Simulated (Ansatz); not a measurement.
Calculated with Ansatz (gas phase, PBE0-D4/def2-TZVP geometries, no zero-point term in ΔE). CCSD(T)/CBS is the MP2 limit (def2-TZVPP, def2-QZVPP) plus CCSD(T) − MP2 in def2-TZVPP, frozen cores. This one scheme is used for every species. Functionals use def2-TZVPP. Triplets are unrestricted, without spin–orbit coupling. def2 core potentials past Kr. For In, Se outer-core shells are correlated without core-valence functions, which leaves a few kJ/mol of doubt a bond. Scalar relativity is left out up to krypton. Each species was taken in one conformer, which may not be the lowest.

Consider the formal loss of a carbene: `[CH3][InH][SeH]` → `[CH2]` (triplet) + `[SeH][InH2]`.

`[CH3][InH][SeH]`:

```xyz
8

C    -0.502   -0.896    0.775
In   -0.188    0.193   -1.043
Se    1.478    2.080   -0.927
H    -1.097   -1.793    0.607
H     0.461   -1.174    1.205
H    -1.022   -0.253    1.488
H    -0.892    0.005   -2.598
H     1.761    1.837    0.494
```

`[CH2]` (triplet):

```xyz
3

C     0.137    0.240   -0.002
H    -0.926    0.368   -0.136
H     0.790   -0.607    0.138
```

`[SeH][InH2]`:

```xyz
5

Se   -0.885    1.315   -0.867
In    0.616   -0.230    0.418
H    -1.863    0.256   -1.144
H     0.102   -1.856    0.562
H     2.030    0.516    1.031
```

CCSD(T)/CBS gives +466.1 kJ/mol.

(1) Another level gave +466.7 kJ/mol. Which?
A. r2SCANh/def2-TZVPP
B. BLYP-D4/def2-TZVPP
C. ωB97M-V/def2-TZVPP
D. PBE-D4/def2-TZVPP

Largest T1 diagnostic among the species: 0.013.

## Answers

(1) D. PBE-D4 466.7, ωB97M-V 462.0, BLYP-D4 453.7, r2SCANh 434.3 kJ/mol.

From PBE to PBE0 (25 % exact exchange), in def2-TZVPP and without D4, ΔE moves by −9.5 kJ/mol. In def2-TZVPP, CCSD(T) changes the Hartree–Fock value by +146.3 kJ/mol (the triples alone add +12.4 kJ/mol) and MP2 by +165.0 kJ/mol. At CCSD(T), def2-SVP lies −33.9 kJ/mol from the extrapolated value and def2-TZVPP −13.3 kJ/mol.

CCSD(T)/CBS has its own doubt, a few kJ/mol and more with outer-core shells, so smaller differences from it don't rank the levels.
